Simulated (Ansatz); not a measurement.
`F/C=C(F)/C=C/F`, charge 0, multiplicity 1.

Problem. Give a relaxed structure at PBE0-D4/def2-TZVP (Ansatz 0.2.0). (Estimate.)

Solution. The calculation gave: 
Cartesian coordinates in Å:
```
F 0.199 -2.886 -0.692
C -0.069 -1.811 0.047
C 0.151 -0.588 -0.417
C -0.125 0.597 0.352
F -0.622 0.404 1.578
C 0.084 1.837 -0.083
F -0.189 2.899 0.667
H -0.467 -2.054 1.024
H 0.555 -0.458 -1.414
H 0.483 2.062 -1.062
```
Point group Cs.
This is one stationary point; other conformers may exist.
